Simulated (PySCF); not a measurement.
dimethyl(silyl)silane (C2H10Si2), SMILES [SiH](C)([SiH3])C.

Coordinates come from a r2SCAN-D4/def2-SVP optimisation.

Two levels are set side by side: TDA-PBE/def2-SVPD (PySCF) and TDA-ωB97X/def2-SVPD (PySCF). Vertical, same geometry. The lowest singlet is HOMO→LUMO 86 % with PBE and HOMO→LUMO 55 %, HOMO→LUMO+2 18 %, HOMO→LUMO+3 12 % with the other functional; states are paired by order. Differences are taken from unrounded values.

```tsv
quantity	TDA-ωB97X
lowest singlet excitation (eV)	7.34
lowest triplet excitation (TDA) (eV)	6.41
first bright state (f over 0.05) (eV)	8.33
its oscillator strength	0.60
```

Task: What does TDA-PBE give, and how far is it from TDA-ωB97X? (The exact figures need the calculation; the answer reports its results.)

Result: 
```json
[
 {"quantity": "lowest singlet excitation (eV)", "TDA-PBE": "6.40", "TDA-PBE minus TDA-ωB97X": "-0.94"},
 {"quantity": "lowest triplet excitation (TDA) (eV)", "TDA-PBE": "5.84", "TDA-PBE minus TDA-ωB97X": "-0.57"},
 {"quantity": "first bright state (f over 0.05) (eV)", "TDA-PBE": "7.25", "TDA-PBE minus TDA-ωB97X": "-1.08"},
 {"quantity": "its oscillator strength", "TDA-PBE": "0.15", "TDA-PBE minus TDA-ωB97X": "-0.46"}
]
```

Functionals without exact exchange tend to place singlet excitations lower, as here. Differences between two approximate levels are no errors against the true value.

Rough cost on one machine, each run with all the roots and properties that it gave: TDA-ωB97X against TDA-PBE about 5 times.
